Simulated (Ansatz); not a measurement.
Si4Ge3. The state is a singlet with charge 0. Geometry PBE-D4/def2-SVP, basis def2-TZVP, Ansatz.

```xyz
7

Si    0.302    1.108    1.968
Si   -0.967   -0.147    0.332
Si    1.525    0.574    0.152
Si    0.337   -0.722   -1.613
Ge    2.678   -0.028   -1.742
Ge   -1.916   -1.349   -1.473
Ge   -1.958    0.564    2.376
```

```tsv
run	HOMO (eV)	LUMO (eV)
A	-5.60	-3.23
B	-7.27	-1.62
C	-4.93	-3.74
D	-5.15	-3.80
E	-4.95	-3.61
```

Another isomer (singlet) lies 1.62 eV lower at PBE0-D4/def2-TZVP; other spin states weren't run for this one.

Problem. The runs used B97M-V, PBE, PBE0, r2SCAN, ωB97X-V. Estimate which is which.

Solution. A PBE0 (25 % exact exchange); B ωB97X-V (range-separated); C PBE (0 % exact exchange); D r2SCAN (0 % exact exchange); E B97M-V (0 % exact exchange). Exact exchange lowers occupied and raises empty levels; among semilocal functionals meta-GGAs tend to open the gap a little, and such runs are hard to tell apart. The gap grows from 1.19 eV (PBE) to 5.65 eV (ωB97X-V). The restricted singlet is unstable towards broken spin symmetry in Hartree–Fock (as tested in another run); at PBE0-D4/def2-TZVP, ωB97X-V/def2-TZVP, PBE-D4/def2-TZVP, r2SCAN-D4/def2-TZVP and others this wasn't settled.
